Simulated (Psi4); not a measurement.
HfI₄ (SMILES [I][Hf]([I])([I])[I]), singlet, at a GFN2-xTB geometry (such geometries of metal compounds can be far from the true shape) (core potentials on Hf, I). Base run: CAM-B3LYP/def2-SVP (Psi4 1.11).

Input for Psi4:
```
memory 2 GB

molecule mol {
0 1
  Hf   -0.000000    0.000000   -0.000000
  I     2.157879   -0.675484   -1.607777
  I     0.880071    0.432523    2.595394
  I    -1.188808    2.311308   -0.970699
  I    -1.849142   -2.068347   -0.016917
}

set basis def2-svp
set reference rks

energy('cam-b3lyp')
print_variables()
```

Variants of this job, named by their change:

| change | ΔE vs base (mEh) | SCF cycles | grid points | basis functions | outcome |
|---|---|---|---|---|---|
| base | 0.000 | 9 | 107155 | 136 | converged |
| scf_type = cd | - | - | - | - | input refused |
| scf_type = out_of_core | 0.010 | 9 | 107155 | 136 | converged |
| scf_type = disk_df | 0.000 | 9 | 107155 | 136 | converged |
| scf_initial_accelerator = none | 0.000 | 9 | 107155 | 136 | converged |
| df_basis_scf = def2-universal-jkfit | 0.000 | 9 | 107155 | 136 | converged |
| df_basis_scf = cc-pvqz-jkfit | - | - | - | 136 | input refused |
| e_convergence = 1e-4 | 0.000 | 9 | 107155 | 136 | converged |
| dft_spherical_points = 194 | -0.028 | 9 | 68850 | 136 | converged |
| guess = core | 0.000 | 14 | 107155 | 136 | converged |
| guess = sap | 0.000 | 12 | 107157 | 136 | converged |
| dft_basis_tolerance = 1e-8 | 0.000 | 9 | 104540 | 136 | converged |
| df_basis_scf = cc-pvtz-jkfit | - | - | - | 136 | input refused |

- scf_type = cd: ended with `psi4.driver.p4util.exceptions.ValidationError: SCF: SCF_TYPE (CD) not supported for range-separated functionals, plese use SCF_TYPE = 'DF' to automatically select the correct JK build.`
- df_basis_scf = cc-pvqz-jkfit: ended with `psi4.driver.qcdb.exceptions.BasisSetNotFound: BasisSet::construct: Unable to find a basis set for atom 1 for key JKFIT among:`
- df_basis_scf = cc-pvtz-jkfit: ended with `psi4.driver.qcdb.exceptions.BasisSetNotFound: BasisSet::construct: Unable to find a basis set for atom 1 for key JKFIT among:`
